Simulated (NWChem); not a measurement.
All runs are NWChem calculations. System: H4BFO, charge 0, spin multiplicity 1, at a geometry optimised with PBE/def2-SVP. The structure started from a generated list of species. Level: PBE0/aug-cc-pVDZ.

The NWChem input:

```
start mol
memory heap 200 mb stack 900 mb global 1100 mb
geometry units angstroms nocenter noautoz
  B     -0.239222    -0.701691     0.000000
  H     -0.106327    -1.304905     1.061121
  H     -0.106327    -1.304905    -1.061121
  F     -1.200825     0.293472     0.000000
  O      1.233799     0.228780     0.000000
  H      1.172897     0.823391     0.776795
  H      1.172897     0.823391    -0.776795
  symmetry group Cs
end
basis spherical
  * library aug-cc-pvdz
end
dft
  xc pbe0
  semidirect memsize 60000000 filesize 0
  iterations 100
end
task dft energy
```

Output (cleaned and shortened):

```
             Northwest Computational Chemistry Package (NWChem) 7.3.0
             --------------------------------------------------------

                                NWChem Input Module
                                -------------------

 Scaling coordinates for geometry "geometry" by  1.889725989
 (inverse scale =  0.529177249)

 Turning off AUTOSYM since
 SYMMETRY directive was detected!

                             Geometry "geometry" -> ""
                             -------------------------

 Output coordinates in angstroms (scale by  1.889725989 to convert to a.u.)

  No.       Tag          Charge          X              Y              Z
 ---- ---------------- ---------- -------------- -------------- --------------
    1 B                    5.0000    -0.23922200    -0.70169100     0.00000000
    2 H                    1.0000    -0.10632700    -1.30490500     1.06112100
    3 H                    1.0000    -0.10632700    -1.30490500    -1.06112100
    4 F                    9.0000    -1.20082500     0.29347200     0.00000000
    5 O                    8.0000     1.23379900     0.22878000     0.00000000
    6 H                    1.0000     1.17289700     0.82339100     0.77679500
    7 H                    1.0000     1.17289700     0.82339100    -0.77679500

 Effective nuclear repulsion energy (a.u.)      73.4199637284

            Nuclear Dipole moment (a.u.)
            ----------------------------
        X                 Y               Z
 ---------------- ---------------- ----------------
    -0.0000056692     0.0000094486     0.0000000000

      Symmetry information
      --------------------

 Group name             Cs
 Group number              2
 Group order               2
 No. of unique centers     5

      Symmetry unique atoms

     1    2    4    5    6


 Summary of "ao basis" -> "" (spherical)
 ------------------------------------------------------------------------------
       Tag                 Description            Shells   Functions and Types
 ---------------- ------------------------------  ------  ---------------------
 *                        aug-cc-pvdz                 on all atoms
[...]
 Vector   13  Occ=2.000000D+00  E=-2.971239D-01  Symmetry=a"
              MO Center= -3.3D-01, -8.2D-01, -1.5D-15, r^2= 2.0D+00
   Bfn.  Coefficient  Atom+Function         Bfn.  Coefficient  Atom+Function
  ----- ------------  ---------------      ----- ------------  ---------------
    10      0.454826  1 B  pz                 7      0.358601  1 B  pz
    48     -0.337670  4 F  pz                24      0.307827  2 H  s
    33     -0.307827  3 H  s                 51     -0.237155  4 F  pz
    25     -0.152759  2 H  s                 34      0.152759  3 H  s
    54     -0.075217  4 F  pz                20     -0.071967  1 B  d -1

 Vector   14  Occ=0.000000D+00  E=-3.575046D-02  Symmetry=a'
              MO Center=  1.4D+00,  1.3D+00,  1.6D-14, r^2= 6.4D+00
   Bfn.  Coefficient  Atom+Function         Bfn.  Coefficient  Atom+Function
  ----- ------------  ---------------      ----- ------------  ---------------
     4      0.870540  1 B  s                 90     -0.655904  6 H  s
    99     -0.655904  7 H  s                 67      0.292375  5 O  s
    89     -0.224872  6 H  s                 98     -0.224872  7 H  s
    26     -0.199117  2 H  s                 35     -0.199117  3 H  s
    68      0.192847  5 O  s                 70      0.167323  5 O  py

 Vector   15  Occ=0.000000D+00  E= 1.363090D-02  Symmetry=a"
              MO Center=  1.0D+00,  1.1D+00, -1.4D-13, r^2= 1.2D+01
   Bfn.  Coefficient  Atom+Function         Bfn.  Coefficient  Atom+Function
  ----- ------------  ---------------      ----- ------------  ---------------
    90      1.740561  6 H  s                 99     -1.740561  7 H  s
    26     -0.866586  2 H  s                 35      0.866586  3 H  s
    13      0.717187  1 B  pz                77     -0.352016  5 O  pz
    89      0.301131  6 H  s                 98     -0.301131  7 H  s
    10      0.219497  1 B  pz                71     -0.185048  5 O  pz

 Vector   16  Occ=0.000000D+00  E= 2.899644D-02  Symmetry=a'
              MO Center= -1.4D+00, -4.5D-01, -1.3D-13, r^2= 1.5D+01
   Bfn.  Coefficient  Atom+Function         Bfn.  Coefficient  Atom+Function
  ----- ------------  ---------------      ----- ------------  ---------------
     4      4.365501  1 B  s                 26     -2.263502  2 H  s
    35     -2.263502  3 H  s                 11      1.129225  1 B  px
    68     -0.878469  5 O  s                 12     -0.771501  1 B  py
     8      0.473598  1 B  px                 3      0.406201  1 B  s
    75      0.269924  5 O  px                45      0.258398  4 F  s

 center of mass
 --------------
 x =  -0.13457387 y =   0.02036184 z =   0.00000000

 moments of inertia (a.u.)
 ------------------
          57.754389108507          -6.900583723963           0.000000000000
          -6.900583723963         208.555735385436           0.000000000000
           0.000000000000           0.000000000000         241.413796685580

     Multipole analysis of the density
     ---------------------------------

     L   x y z        total         alpha         beta         nuclear
     -   - - -        -----         -----         ----         -------
     0   0 0 0     -0.000000    -13.000000    -13.000000     26.000000

     1   1 0 0      1.152943      0.576474      0.576474     -0.000006
     1   0 1 0      1.042010      0.521000      0.521000      0.000009
     1   0 0 1     -0.000000     -0.000000     -0.000000      0.000000

     2   2 0 0    -14.958275    -57.859761    -57.859761    100.761248
     2   1 1 0      2.778602     -2.422400     -2.422400      7.623402
     2   1 0 1     -0.000000     -0.000000     -0.000000      0.000000
     2   0 2 0    -13.760986    -21.909684    -21.909684     30.058382
     2   0 1 1     -0.000000     -0.000000     -0.000000      0.000000
     2   0 0 2    -13.184590    -12.768051    -12.768051     12.351513

 Task  times  cpu:        6.2s     wall:        6.2s

 Total times  cpu:        6.3s     wall:        6.3s
```
